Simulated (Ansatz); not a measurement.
Reaction (isomerisation): `CBO[SiH2]F` → `OB([SiH3])CF`

Program: Ansatz. Geometries: PBE0-D4/def2-TZVP. ΔE: electronic, gas phase. CCSD(T)/CBS is the MP2 limit (def2-TZVPP, def2-QZVPP) plus CCSD(T) − MP2 in def2-TZVPP, frozen cores. Functionals use def2-TZVPP. Each species was taken in one conformer, which may not be the lowest.

| level | ΔE (kJ/mol) |
| --- | --- |
| PBE0-D4 | 333.6 |
| ωB97X-V | 345.5 |
| ωB97M-V | 354.2 |
| B2PLYP | 362.7 |
| HF/def2-TZVPP | 383.7 |
| SCS-MP2/def2-TZVPP | 373.1 |
| HF/CBS(def2) | 389.2 |
| CCSD/CBS(def2) | 367.1 |

Question: What does CCSD(T)/CBS give? (Estimate.)

Answer: Computed: +362.7 kJ/mol. The listed levels differ from it by -29.1, -17.2, -8.5, 0.0, 21.0, 10.4, 26.5, 4.4 kJ/mol.

Largest T1 diagnostic among the species: 0.013.

From PBE to PBE0 (25 % exact exchange), in def2-TZVPP and without D4, ΔE moves by +15.4 kJ/mol. In def2-TZVPP, CCSD(T) changes the Hartree–Fock value by −26.8 kJ/mol (the triples alone add −4.4 kJ/mol) and MP2 by −6.9 kJ/mol.
